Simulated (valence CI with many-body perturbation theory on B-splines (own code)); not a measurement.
The numbers below are computed, except where a source is named.
# A CI+MBPT run for Pb18+

Method: relativistic CI+MBPT: four valence electrons over a frozen Dirac-Fock core [Kr] 4d10 4f14, a basis of 11 s, 11 p, 10 d, 8 f, 5 g, 2 h functions for each j, with the one-electron correlation potential Σ1 (screened to all orders), the two-electron term Σ2, the three-electron term Σ3, Breit, model QED; selected single and double excitations, second order for the rest, scaled by the run's own slope (own B-spline code, finite nucleus).

Command, and the settings that its task file holds:

```sh
python run_cv.py task.json out
```

```
atom Pb  Z=82  mass_number=208  rms_radius_fm=5.5012
core [Kr] 4d10 4f14
valence 5s2 5p2
avg = 1
basis = M
breit = 1
cap = 32000
capref = 2000
cscale = 1
de = 0.0
dress = 0
eps = 2e-08
extrap = 1
h = 0.27
hh = 1
l2 = 3
lcore = 6
maxit = 60
n2 = 5
natural = 1
nlev = 150
nno = [5, 5, 5, 4, 2, 1]
nroot = 36
nsp = [6, 6, 5, 4, 3, 1]
pt2 = 1
qed = 1
rpa = 1
s1 = 1
s2 = 1
s3 = 1
screen = 1
tol = 2e-05
whole = 1
```

It took 2.1 min on 1 thread of Arm Neoverse V1, with other jobs on the host.

Log. The first blocks belong to the next ion, which gives the ionisation energy. Fields: 2J, parity (1 odd), roots, reference size, generating configurations, candidates as configurations/state functions, variational space P, stored matrix elements, Davidson steps; e2 is the range of second-order energies in hartree. The first line gives the box (bohr), its intervals, the orbitals and the steps of their self-consistent field. Window is the range of levels sought, series limit the energy at which the first omitted orbital would enter, core excitation an estimate of the first excitation out of the core, left out the lowest levels not solved, and shifts from estimates the range by which levels moved from their first estimate, all in cm⁻¹.

```
rmax 14.7 intervals 63 orbitals 83 references ['5s2 5p2', '5s 5p3', '5s2 5p 5d', '5p4', '5s 5p2 5d'] scf 5 t 1.8
2J=1 par=1 roots 2 ref 37 generators 5 cand 5816/8892 P 1948/2869 nnz 1.5e+06 it 5
2J=1 par=1 roots 2 ref 37 generators 14 cand 7947/12175 P 2702/4066 nnz 2.6e+06 it 4
   second order: generators 22 cand 12141/18800 e2 -0.00002 -0.00001
reference levels 1202, estimated 7, window 455209 1/cm; series limit 2960240, core excitation 569011
2J=0 par=0 roots 2 ref 53 generators 7 cand 13717/23976 P 2775/3900 nnz 2e+06 it 4
2J=0 par=0 roots 2 ref 53 generators 9 cand 18322/35136 P 3782/5538 nnz 3.2e+06 it 5
   second order: generators 20 cand 33603/67360 e2 -0.00004 -0.00003
2J=2 par=0 roots 1 ref 117 generators 4 cand 15292/62112 P 1930/6138 nnz 6.8e+06 it 4
2J=2 par=0 roots 1 ref 117 generators 7 cand 15887/70104 P 2764/8925 nnz 1.3e+07 it 5
   second order: generators 14 cand 34680/160934 e2 -0.00007 -0.00007
2J=4 par=0 roots 2 ref 162 generators 7 cand 17595/90075 P 1987/6396 nnz 6.3e+06 it 4
2J=4 par=0 roots 2 ref 162 generators 14 cand 24412/143530 P 4104/14485 nnz 2.8e+07 it 5
   second order: generators 24 cand 37156/256098 e2 -0.00009 -0.00008
left out: unestimated 784540, estimated 585908, shifts from estimates 0 to 37
operators 9.9
```

The Davidson iterations converged.

No measured spectrum was set against this ion. As an estimate, levels hold to about 250 cm⁻¹ or 0.2 % of their energy and the worst to 1 %, as in measured heavy ions of charge 2 to 7. The list stops below the first excitations out of the core. Only levels of the ground parity were solved; by the run's estimate the other parity begins above the list, which can be wrong where configurations are misplaced.

```
Valence energy                            : -78.25305 hartree
Ionisation energy                         : 467.65 eV (NIST: 478 ± 24 eV (theoretical))
Reference configurations for the orbitals : 5s2 5p2, 5s 5p3, 5s2 5p 5d, 5p4, 5s 5p2 5d
Radial orbitals                           : 83
Box radius                                : 14.73 bohr
Largest variational space                 : 14485
Lowest levels                             : (5s^2 5p1/2^2) J=0 0.0, (5s^2 5p1/2 5p3/2) J=1 219760, (5s^2 5p1/2 5p3/2) J=2 235970 cm⁻¹
```

Levels are named by their leading jj configuration (3d3/2^4 stands for four electrons in 3d with j = 3/2), which in mixed levels can hold well under half, so a name can repeat and another be missing.
